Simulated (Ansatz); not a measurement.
Be4⁺, relaxed as a doublet with UKS B3LYP/def2-TZVP in Ansatz, starting from the B3LYP/def2-TZVP geometry of the neutral singlet. Force threshold 0.02 eV/Å.

The structure comes from a short search, and lower isomers may exist.

Start:

```xyz
4

Be    0.255   -1.167   -0.377
Be   -1.180    0.055    0.419
Be    0.139    0.790   -0.963
Be    0.786    0.323    0.921
```

```tsv
step	energy (eV)	largest force component (eV/Å)	SCF passes
1	-1593.2498	0.755	122
2	-1593.4470	0.305	40
3	-1593.4680	0.116	41
4	-1593.4712	0.006	41
```

Force components are those of the run's own axes.

End:

```
atom    x (Å)    y (Å)    z (Å)
 Be1   0.1606  -1.1939  -0.4814
 Be2  -1.1846  -0.0378   0.5275
 Be3   0.2755   0.7757  -1.0027
 Be4   0.7484   0.4560   0.9566
```

By distances, no bond broke or formed. The bond that changes most is Be1–Be4, from 2.05 to 2.27 Å (atoms count from 1).

No frequencies were taken in this run, so the end may be a saddle point.

Hardware: 4 threads of Arm Neoverse V1 on a shared host. Wall time 5.5 s.
